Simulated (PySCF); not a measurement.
Ge(Vi)(OH)2(OEt), C₄H₁₀GeO₃, SMILES C=[CH][Ge]([OH])([OH])[O]CC (GFN2-xTB optimised geometry):

```
18

C     -1.262    -0.680    -2.705
C     -1.257    -1.041    -1.436
Ge    -0.401    -0.011     0.000
O      1.341    -0.011     0.000
O     -0.754     1.723     0.000
O     -1.010    -0.774     1.456
C     -0.588    -0.542     2.790
C     -1.725    -0.906     3.733
H     -0.792     0.233    -3.037
H     -1.736    -1.279    -3.469
H     -1.730    -1.957    -1.118
H      1.730     0.822    -0.261
H     -1.673     1.957     0.103
H     -0.304     0.507     2.931
H      0.290    -1.163     2.998
H     -2.012    -1.943     3.581
H     -2.589    -0.277     3.539
H     -1.408    -0.770     4.764
```

Method: B3LYP/def2-SVP in PySCF 2.14.0.

Problem. What are the frontier orbital energies and the dipole moment?

Solution. HOMO-2 -7.94 eV, HOMO-1 -7.84 eV, HOMO -7.45 eV, LUMO -0.58 eV, LUMO+1 0.51 eV; dipole moment 1.55 D.

Meta-Löwdin charges at B3LYP/def2-SVP: C1 -0.18, C2 -0.30, Ge3 1.26, O4 -0.69, O5 -0.70, O6 -0.60, C7 0.06, C8 -0.28, H9 0.10, H10 0.11, H11 0.12, H12 0.33, H13 0.32, H14 0.08, H15 0.09, H16 0.10, H17 0.09, H18 0.09.
